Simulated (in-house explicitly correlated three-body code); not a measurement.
Computed with an exponentially correlated three-body code. Model: two electrons around a point charge, non-relativistic, variational in 260 exponentially correlated functions (energies converged to about 1e-7 hartree, or 1e-8 relative for large Z).

For two electrons in a singlet the Kohn-Sham orbital is the square root of half the density, so the exact Kohn-Sham potential and energy parts follow from the density alone, and exchange is minus half the Hartree energy. The Kohn-Sham level equals minus the binding energy of the second electron.

Command:
```bash
python run_hyl.py task.json out
```
Settings (lengths in bohr, energies in hartree):
```
Z                      2.34
interaction_strength   1
functions              260
states_tried           13
```

Run time, properties included: 30 s on 1 thread of Intel(R) Xeon(R) Platinum 8375C CPU @ 2.90GHz (Ice Lake), with other jobs on the host.

**Those bound S and P states to n = 4 that converged, binding against the one-electron ion.**

Given: nuclear charge 2.34.

Computed: one-electron threshold -2.7378 hartree.

```csv
term,energy (hartree),binding (eV),quantum defect
1 1S,-4.16731993,38.899,0.20751
2 3S,-3.03283918,8.0284,0.25558
2 1S,-2.99016722,6.8673,0.11386
2 3P,?,?,?
2 1P,-2.95959629,6.0354,-0.011929
3 3S,-2.85628684,3.2242,0.24733
3 1S,-2.84526634,2.9243,0.10963
3 3P,-2.84188102,2.8322,0.062999
3 1P,?,?,?
4 3S,-2.80146956,1.7325,0.24488
4 1S,-2.79708293,1.6132,0.10843
4 3P,-2.79574229,1.5767,0.063666
4 1P,-2.79353655,1.5167,-0.013468
```

Task: What belongs in the row 2 3P?

Result: energy (hartree): -2.97649249; binding (eV): 6.4952; quantum defect: 0.060586.

Task: What belongs in the row 3 1P?

Result: energy (hartree): -2.83668444; binding (eV): 2.6908; quantum defect: -0.013185.

**Converged states only, values per electron or pair.**

| term | mean r (bohr) | mean r squared (bohr²) | mean inverse r (1/bohr) | mean r12 (bohr) | mean inverse r12 (1/bohr) | mean cosine | mean p1 dot p2 (bohr⁻²) | delta r1 (bohr⁻³) | delta r12 (bohr⁻³) |
| --- | --- | --- | --- | --- | --- | --- | --- | --- | --- |
| 1 1S | 0.76677 | 0.80623 | 2.0281 | 1.1649 | 1.1571 | -0.055399 | 0.20294 | 3.0479 | 0.20343 |
| 2 3S | 2.0497 | 7.2597 | 1.3677 | 3.5465 | 0.33498 | -0.014774 | 0.010799 | 2.1357 | - |
| 2 1S | 2.3291 | 9.6668 | 1.3475 | 4.0845 | 0.32615 | -0.015078 | 0.013612 | 2.1159 | 0.019945 |
| 2 3P | 2.0435 | 7.47 | 1.347 | 3.547 | 0.35105 | -0.044918 | -0.12778 | 2.0119 | - |
| 2 1P | 2.2177 | 8.8905 | 1.335 | 3.8551 | 0.32841 | 0.00023559 | 0.096908 | 2.0423 | 0.002248 |
| 3 3S | 4.5774 | 41.458 | 1.2528 | 8.5482 | 0.15038 | -0.0041523 | 0.0028524 | 2.0642 | - |
| 3 1S | 5.0055 | 50.121 | 1.2474 | 9.3992 | 0.1471 | -0.0045659 | 0.0038596 | 2.0605 | 0.0057303 |
| 3 3P | ? | ? | ? | ? | ? | ? | ? | ? | - |
| 3 1P | ? | ? | ? | ? | ? | ? | ? | ? | ? |
| 4 3S | 8.2244 | 140.87 | 1.2153 | 15.826 | 0.084637 | -0.001683 | 0.0011355 | 2.0491 | - |
| 4 1S | 8.803 | 162.16 | 1.2131 | 16.981 | 0.083129 | -0.0019201 | 0.0015912 | 2.0479 | 0.0023739 |
| 4 3P | 8.6164 | 156.56 | 1.213 | 16.611 | 0.085566 | -0.0050906 | -0.014079 | 2.0361 | - |
| 4 1P | 8.9643 | 169.71 | 1.2116 | 17.303 | 0.083006 | 0.00012084 | 0.012683 | 2.0396 | 0.00033962 |

Task: What belongs in the row 3 3P?

Result: mean r (bohr): 4.7704; mean r squared (bohr²): 46.019; mean inverse r (1/bohr): 1.2472; mean r12 (bohr): 8.9379; mean inverse r12 (1/bohr): 0.15331; mean cosine: -0.012444; mean p1 dot p2 (bohr⁻²): -0.034711; delta r1 (bohr⁻³): 2.0317.

Task: What belongs in the row 3 1P?

Result: mean r (bohr): 5.0312; mean r squared (bohr²): 51.365; mean inverse r (1/bohr): 1.2437; mean r12 (bohr): 9.4484; mean inverse r12 (1/bohr): 0.14706; mean cosine: 0.00024623; mean p1 dot p2 (bohr⁻²): 0.029778; delta r1 (bohr⁻³): 2.0401; delta r12 (bohr⁻³): 0.00076843.

**Functionals on the exact density and self-consistent, errors are functional minus exact, hybrids only self-consistent, a dash where a self-consistent run leaves the top level unbound.**

| result | exchange error (millihartree) | correlation error (millihartree) | functional driven error (millihartree) | density driven error (millihartree) | self consistent total error (millihartree) | top level plus exact binding (eV) |
| --- | --- | --- | --- | --- | --- | --- |
| BP86 | 1.9376 | -1.4024 | 0.53516 | -0.69159 | -0.15643 | 10.881 |
| PW91 | 12.585 | -5.0246 | 7.5606 | -1.0648 | 6.4959 | 10.873 |
| wB97X | - | - | - | - | ? | ? |
| M06-L | -14.452 | 0.77732 | -13.675 | -2.2994 | -15.974 | 9.8988 |
| r2SCAN | -4.9073 | 3.751 | -1.1563 | -0.27312 | -1.4294 | 9.9883 |
| LDA VWN5 | 171.8 | -78.777 | 93.025 | -1.8332 | 91.192 | 11.429 |
| BLYP | 1.9376 | -2.8151 | -0.87756 | -1.4073 | -2.2849 | 10.8 |
| SCAN | -4.9073 | 3.751 | -1.1563 | -0.27312 | -1.4294 | 9.9883 |
| PBE0 | - | - | - | - | 11.45 | 7.9992 |
| r2SCAN0 | - | - | - | - | -0.035895 | 7.27 |
| PBEsol | ? | ? | ? | ? | ? | ? |
| revTPSS | -3.9765 | -4.413 | -8.3896 | -0.16424 | -8.5538 | 10.095 |
| B3LYP VWN-RPA | - | - | - | - | -10.119 | 8.2804 |
| RPBE | -4.8695 | -0.43021 | -5.2997 | -1.1294 | -6.4291 | 10.921 |

Task: What belongs in the row wB97X?

Result: self consistent total error (millihartree): -1.4322; top level plus exact binding (eV): 5.4478.

Task: What belongs in the row PBEsol?

Result: exchange error (millihartree): 71.15; correlation error (millihartree): -11.531; functional driven error (millihartree): 59.619; density driven error (millihartree): -1.0658; self consistent total error (millihartree): 58.553; top level plus exact binding (eV): 11.375.

**Density and exact potentials over r, pair density (one pair, times 4 pi r12^2) and exact minus Kohn-Sham pair density over r12.**

| radius (bohr) | radial density (electrons/bohr) | exchange potential (hartree) | intracule density (1/bohr) | Coulomb hole against Kohn-Sham (1/bohr) | correlation potential (hartree) |
| --- | --- | --- | --- | --- | --- |
| 0.0938 | 0.43631 | -1.9828 | 0.023882 | -0.01175 | -0.044 |
| 0.109 | 0.54954 | -1.9689 | 0.03237 | -0.01531 | -0.04 |
| 0.128 | 0.69486 | -1.9498 | 0.044751 | -0.02014 | -0.035 |
| 0.149 | 0.85588 | -1.9266 | 0.060646 | -0.02582 | -0.03 |
| 0.174 | ? | ? | ? | ? | ? |
| 0.203 | 1.2457 | -1.86 | 0.11127 | -0.041 | -0.016 |
| 0.237 | 1.4591 | -1.8144 | 0.14935 | -0.05014 | -0.008 |
| 0.277 | 1.6704 | -1.7587 | 0.19892 | -0.05971 | 0 |
| 0.323 | 1.8573 | -1.6932 | 0.26046 | -0.06843 | 0.008 |
| 0.377 | 2.0035 | -1.6163 | 0.33587 | -0.0749 | 0.016 |
| 0.441 | 2.0866 | -1.5269 | 0.42507 | -0.077 | 0.022 |
| 0.514 | 2.0859 | -1.4293 | 0.52038 | -0.07251 | 0.026 |
| 0.6 | 1.992 | -1.3218 | 0.61638 | -0.05983 | 0.027 |
| 0.701 | 1.8042 | -1.2071 | 0.69934 | -0.03886 | 0.026 |
| 0.818 | 1.5409 | -1.0897 | 0.75134 | -0.01246 | 0.023 |
| 0.955 | 1.2285 | -0.97187 | 0.75643 | 0.01429 | 0.018 |
| 1.11 | 0.91458 | -0.86053 | 0.70621 | 0.03416 | 0.013 |
| 1.3 | 0.61179 | -0.75002 | 0.5971 | 0.04316 | 0.009 |
| 1.52 | ? | ? | ? | ? | ? |
| 1.77 | 0.2 | -0.56172 | 0.30111 | 0.02707 | 0.003 |
| 2.07 | 0.09223 | -0.48202 | 0.16978 | 0.01341 | 0.001 |
| 2.42 | 0.035934 | -0.41292 | 0.079484 | 0.003994 | 0.001 |

Task: What belongs in the row 0.174?

Result: radial density (electrons/bohr): 1.0425; exchange potential (hartree): -1.8969; intracule density (1/bohr): 0.082429; Coulomb hole against Kohn-Sham (1/bohr): -0.03284; correlation potential (hartree): -0.023.

Task: What belongs in the row 1.52?

Result: radial density (electrons/bohr): 0.36899; exchange potential (hartree): -0.64961; intracule density (1/bohr): 0.45087; Coulomb hole against Kohn-Sham (1/bohr): 0.03913; correlation potential (hartree): 0.005.

The density-driven part is never positive, since each functional's own density lowers its energy. Here it is small beside the functional-driven part (median ratio 0.19), the normal case.
